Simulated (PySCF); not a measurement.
CH8N2Si.
Z-matrix (Å and degrees, GFN2-xTB geometry), rows numbered from 1:
```
N 
C   1  1.4642
Si  2  1.9117  1  114.82
N   3  1.7259  2  104.64  1    55.23
H   1  1.0153  2  109.41  3    60.93
H   1  1.0155  2  109.28  3   -55.52
H   2  1.0934  1  106.85  3   123.50
H   2  1.0919  1  107.16  3  -122.98
H   3  1.4649  2  110.93  1   -56.94
H   3  1.4701  2  109.36  1  -179.18
H   4  1.0074  3  118.43  2  -174.02
H   4  1.0083  3  118.73  2    49.34
```

Method used: PBE0/def2-SVPD in PySCF (dipole) on a GFN2-xTB geometry, gas phase.

Take the most abundant isotopes and a rigid rotor. The values belong to one conformer with, in the numbering `[NH2:1][CH2:2][SiH2:3][NH2:4]`, H–N1–C2–Si3 61° and -56°, N1–C2–Si3–N4 55°, C2–Si3–N4–H -174° and 49°.

(1) What are A, B and C (cm⁻¹)?

(2) Classify the top.

(3) Is it planar, by Δ = Ic − Ia − Ib?

(4) Give the other two planar moments, Paa and Pbb, and the rms extents of the mass along the axes.

(5) Give the coordinates in the principal-axis frame, origin at the centre of mass.

(6) Which types of transition are allowed, and where do some lines up to J = 5 fall?

(7) Estimate the classical rotational partition function at 25 K, 100 K and 298.15 K.

Results:

(1) Ia = 53.84, Ib = 135.10, Ic = 166.03 u·Å²; 505379 MHz·u·Å²/I gives 9387, 3741 and 3044 MHz, that is A = 0.31312, B = 0.12478, C = 0.10154 cm⁻¹.

(2) An asymmetric top: κ = (2 × 3741 − 9387 − 3044)/(9387 − 3044) = -0.78.

(3) Not planar: Δ = Ic − Ia − Ib = -22.91 u·Å². For a rigid frame Δ = −2 Σ m c², so Σ m c² = 11.46 u·Å² lies off the ab plane: 7.81 from hydrogen and 3.65 from heavier atoms. The atom farthest from that plane is 1.60 Å away.

(4) Paa = Σ m a² = (Ib + Ic − Ia)/2 = 123.65 and Pbb = Σ m b² = (Ia + Ic − Ib)/2 = 42.38 u·Å². With the mass M = 76.05 u, the rms extents √(P/M) along a, b and c are 1.28, 0.75, 0.39 Å.

(5) The sense of each axis is arbitrary; atoms in the order of the calculation.
```json
{"atom": "N1", "mass (u)": "14.003", "a (Å)": "-1.878", "b (Å)": "0.562", "c (Å)": "-0.215"}
{"atom": "C2", "mass (u)": "12.000", "a (Å)": "-1.085", "b (Å)": "-0.488", "c (Å)": "0.428"}
{"atom": "Si3", "mass (u)": "27.977", "a (Å)": "0.736", "b (Å)": "-0.584", "c (Å)": "-0.146"}
{"atom": "N4", "mass (u)": "14.003", "a (Å)": "1.362", "b (Å)": "1.002", "c (Å)": "0.123"}
{"atom": "H5", "mass (u)": "1.008", "a (Å)": "-1.907", "b (Å)": "0.398", "c (Å)": "-1.216"}
{"atom": "H6", "mass (u)": "1.008", "a (Å)": "-1.419", "b (Å)": "1.458", "c (Å)": "-0.080"}
{"atom": "H7", "mass (u)": "1.008", "a (Å)": "-1.147", "b (Å)": "-0.317", "c (Å)": "1.506"}
{"atom": "H8", "mass (u)": "1.008", "a (Å)": "-1.594", "b (Å)": "-1.436", "c (Å)": "0.240"}
{"atom": "H9", "mass (u)": "1.008", "a (Å)": "0.818", "b (Å)": "-0.771", "c (Å)": "-1.596"}
{"atom": "H10", "mass (u)": "1.008", "a (Å)": "1.411", "b (Å)": "-1.685", "c (Å)": "0.557"}
{"atom": "H11", "mass (u)": "1.008", "a (Å)": "2.294", "b (Å)": "1.210", "c (Å)": "-0.197"}
{"atom": "H12", "mass (u)": "1.008", "a (Å)": "1.210", "b (Å)": "1.437", "c (Å)": "1.019"}
```

(6) The dipole components are |μa| = 1.64 D, |μb| = 0.42 D, |μc| = 0.28 D. The squared components, which scale the intensities, stand as 1.00 : 0.06 : 0.03 (a : b : c). Some of the stronger lines:

```csv
type,branch,"J(Ka,Kc)",MHz,lower level (cm⁻¹)
a,Q,"1(1,0) ← 1(1,1)",697,0.415
a,Q,"4(2,2) ← 4(2,3)",880,3.061
a,Q,"5(2,3) ← 5(2,4)",1973,4.189
a,Q,"2(1,1) ← 2(1,2)",2090,0.844
a,Q,"3(1,2) ← 3(1,3)",4178,1.487
a,R,"1(0,1) ← 0(0,0)",6785,0.000
a,Q,"4(1,3) ← 4(1,4)",6945,2.342
a,Q,"5(1,4) ← 5(1,5)",10361,3.408
a,R,"2(1,2) ← 1(1,1)",12873,0.415
a,R,"2(0,2) ← 1(0,1)",13509,0.226
a,R,"2(1,1) ← 1(1,0)",14266,0.438
a,R,"3(0,3) ← 2(0,2)",20115,0.677
a,R,"3(2,2) ← 2(2,1)",20354,1.479
a,R,"3(2,1) ← 2(2,0)",20593,1.481
a,R,"3(1,2) ← 2(1,1)",21360,0.914
a,R,"4(0,4) ← 3(0,3)",26559,1.348
a,R,"4(2,3) ← 3(2,2)",27092,2.158
a,R,"4(3,2) ← 3(3,1)",27251,3.159
a,R,"4(3,1) ← 3(3,0)",27270,3.159
a,R,"4(1,3) ← 3(1,2)",28401,1.626
a,R,"5(1,5) ← 4(1,4)",31949,2.342
a,R,"5(0,5) ← 4(0,4)",32829,2.234
a,R,"5(2,4) ← 4(2,3)",33789,3.061
a,R,"5(4,2) ← 4(4,1)",34058,5.464
a,R,"5(4,1) ← 4(4,0)",34059,5.464
a,R,"5(3,3) ← 4(3,2)",34099,4.068
a,R,"5(3,2) ← 4(3,1)",34168,4.069
a,R,"5(2,3) ← 4(2,2)",34882,3.091
```

(7) Point group C1, symmetry number σ = 1; q = (√π/σ)·√((kT/h)³/(ABC)), k/h = 20836.6 MHz/K: 2040 at 25 K, 16300 at 100 K, 83900 at 298.15 K.

Stationary, but not proved a minimum. Zero-point vibration and centrifugal distortion are left out. A rigid rotor knows nothing of inversion at nitrogen, which can split or shift real lines. Quadrupole hyperfine structure (14N) is left out.

The run took 9.7 s of wall time (with the writing of density and orbital grids) on one thread, AMD EPYC 9R14 (x86_64), no GPU, on a shared host, and the process peaked at 0.62 GiB of memory. This is the PBE0/def2-SVPD job that gave the dipole, with the excitations it also computed.
